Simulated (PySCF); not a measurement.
I3In, SMILES [I][In-]([I])[I], charge -1, multiplicity 2. Atoms are numbered in the order given.

```xyz
4

In     0.0000     0.0000    -0.6660
I      2.3889     1.3793     0.2052
I     -2.3889     1.3793     0.2052
I      0.0000    -2.7585     0.2052
```
Charge -1, spin multiplicity 2.

Geometry optimised at PBE-D3(BJ)/def2-SVPD. The def2 effective core potentials stand for the cores of I, In; spin–orbit coupling is left out.

Level of theory: PBE-D3(BJ)/def2-SVPD in PySCF.

Frequencies are harmonic and unscaled.

| mode | ν (cm⁻¹) | IR (km/mol) | moving atoms (share of kinetic energy) |
|---|---|---|---|
| 1 | 31 | 0.0 | I 89 %, In 11 % |
| 2 | 31 | 0.0 | I 89 %, In 11 % |
| 3 | 39 | 0.2 | I 58 %, In 42 % |
| 4 | 117 | 2.0 | I 65 %, In 35 % |
| 5 | 149 | 37.8 | In 63 %, I 37 % |
| 6 | 149 | 37.8 | In 63 %, I 37 % |
